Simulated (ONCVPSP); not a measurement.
# Reading a pseudo-wave (copper (Cu))

Columns: radius, all-electron u(r) and pseudo u(r) of the 3p shell (level -72.03 eV) of copper in the configuration [Ne] 3s2 3p6 3d10 4s1; LDA (Perdew-Zunger), scalar-relativistic, ONCV scheme, ONCVPSP 4.0.1.

```tsv
r (bohr)	all-electron	pseudo
0.072	-0.4954	0.0465
0.145	-0.6315	0.1797
0.217	-0.2908	0.3734
0.290	0.2045	0.6003
0.362	0.6433	0.8199
0.435	0.9631	1.0082
0.507	1.1505	1.1403
0.580	1.2325	1.2112
0.652	1.2363	1.2219
0.725	1.1885	1.1835
0.798	1.1096	1.1102
0.870	1.0160	1.0179
0.942	0.9167	0.9178
1.015	0.8165	0.8167
1.088	0.7210	0.7208
1.160	0.6334	0.6333
1.232	0.5536	0.5535
1.305	0.4809	0.4808
1.378	0.4162	0.4161
1.450	0.3600	0.3599
1.522	0.3106	0.3106
1.595	0.2669	0.2669
1.668	0.2290	0.2289
1.740	0.1966	0.1965
1.812	0.1686	0.1685
1.885	0.1441	0.1440
```

Task: How many radial nodes do the two functions have?

Result: The all-electron 3p function has n − l − 1 = 1; the pseudo-wave has 0, since the states of the same l below it are removed with the core.

Task: At about which radius was the pseudo-wave matched?

Result: 1.10 bohr. The columns agree to 0.0005 from 1.01 bohr on; several derivatives are matched, so the curves merge somewhat inside the radius.

Task: Is the pseudo-wave norm-conserving?

Result: Yes: the ONCV scheme keeps the norm inside the radius equal to the all-electron one, which fixes the energy derivative of the logarithmic derivative at the level.
